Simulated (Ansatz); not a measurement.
Cu13Cl2⁻ (relaxed from a model of Cu13(Cl)2, whose bonding it doesn't keep). Total charge -1; singlet. Geometry r2SCAN-D4/def2-SVP, that of the neutral doublet.

```xyz
15

Cu   -0.007   -0.249    0.071
Cu   -0.302    0.314    2.345
Cu    1.604    1.341    0.888
Cu   -1.613   -1.817   -0.764
Cu    0.279   -0.985   -2.154
Cu    0.763   -2.459   -0.287
Cu    1.529   -1.225    1.630
Cu   -1.547    0.754   -1.486
Cu   -0.809    1.973    0.450
Cu    0.909    1.391   -1.411
Cu    2.266   -0.473   -0.530
Cu   -2.280    0.000    0.664
Cu   -0.888   -1.894    1.529
Cl    0.337    2.531    2.607
Cl   -0.240    0.797   -3.551
```

Single mean-field runs in def2-TZVP are fitted with def2-universal-jkfit. A triplet lies near this restricted singlet, and broken spin symmetry wasn't tried. At PBE0-D4/def2-TZVP a triplet of charge -1 lies 0.18 eV below the restricted singlet at the same geometry. That triplet is doubtful there (⟨S²⟩ 2.30, where a pure state has 2.00).

Estimate the orbital energies around the gap (eV) in Ansatz with PBE-D4/def2-TZVP, BLYP-D4/def2-TZVP, PBE0-D4/def2-TZVP.


```csv
orbital,PBE-D4/def2-TZVP,BLYP-D4/def2-TZVP,PBE0-D4/def2-TZVP
HOMO−5,-2.12,-2.03,-3.66
HOMO−4,-2.04,-1.94,-3.50
HOMO−3,-1.82,-1.71,-2.95
HOMO−2,-1.81,-1.70,-2.71
HOMO−1,-0.69,-0.55,-0.96
HOMO,-0.45,-0.30,-0.72
LUMO,-0.42,-0.27,0.28
LUMO+1,-0.29,-0.15,0.37
LUMO+2,0.10,0.23,0.82
LUMO+3,0.56,0.70,1.31
LUMO+4,1.50,1.64,2.21
LUMO+5,1.55,1.69,2.25
```
